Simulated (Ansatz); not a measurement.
Frontier orbitals of CH5BSSi, SMILES `BC([SiH3])=S`.

Z-matrix (Å, degrees):
```
B
S 1 2.096
C 1 1.540 2 50.5
H 1 1.197 2 112.6 3 109.2
H 1 1.197 2 112.6 3 -109.2
Si 3 1.865 1 146.7 2 -179.9
H 6 1.482 3 110.5 1 -179.6
H 6 1.484 3 107.1 1 59.4
H 6 1.484 3 107.2 1 -58.4
```

Charge 0, multiplicity 1. Geometry: relaxed with PBE0-D4/def2-TZVP. Basis def2-TZVPP, Ansatz.

```csv
functional,HOMO (eV),LUMO (eV),gap (eV)
PBE,-6.32,-4.05,2.27
BLYP,-6.15,-3.87,2.28
B97M-V,-6.60,-3.96,2.64
PBE0,-7.43,-3.16,4.27
B3LYP,-7.20,-3.31,3.89
r2SCANh,-6.93,-3.63,3.30
HSE06 (plane-wave form),-7.04,-3.54,3.50
BHLYP,-8.39,-2.04,6.35
LC-ωPBE,-10.04,-0.92,9.12
ωB97M-V,-9.55,-1.00,8.55
HF,-9.91,0.64,10.55
```

From PBE to PBE0 the HOMO moves by −1.11 eV and the LUMO by +0.90 eV, and with ωB97M-V by −3.23 and +3.05 eV, so the gap grows from 2.27 to 8.55 eV with exact exchange.

B3LYP here is the variant with VWN-RPA as its local correlation; programs differ in this. LC-ωPBE has ω = 0.4 bohr⁻¹.
